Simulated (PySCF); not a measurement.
CH6BN. Atoms are numbered in the order given.

```xyz
9

B      0.2522     1.3582     0.0000
H     -0.3832     2.3680     0.0000
H      1.4464     1.3597     0.0000
N     -0.4183     0.1463     0.0000
C      0.1714    -1.1825     0.0000
H     -1.4276     0.1417     0.0000
H     -0.1262    -1.7507    -0.8853
H     -0.1262    -1.7507     0.8853
H      1.2558    -1.0883     0.0000
```
Charge 0, spin multiplicity 1.

Coordinates come from a B3LYP-D3(BJ)/def2-TZVP optimisation.

Method: PBE/def2-TZVPD (PySCF).

Symmetry labels are those of the subgroup Cs that the program uses (full group Cs).

Computed valence orbital energies around the gap with their symmetry:
```csv
orbital,symmetry,energy (eV)
HOMO−7,A',-16.85
HOMO−6,A',-13.22
HOMO−5,A',-11.68
HOMO−4,A",-10.71
HOMO−3,A',-9.79
HOMO−2,A',-8.97
HOMO−1,A',-7.44
HOMO,A",-6.63
LUMO,A",-0.74
LUMO+1,A',-0.33
LUMO+2,A',0.44
LUMO+3,A',0.75
```
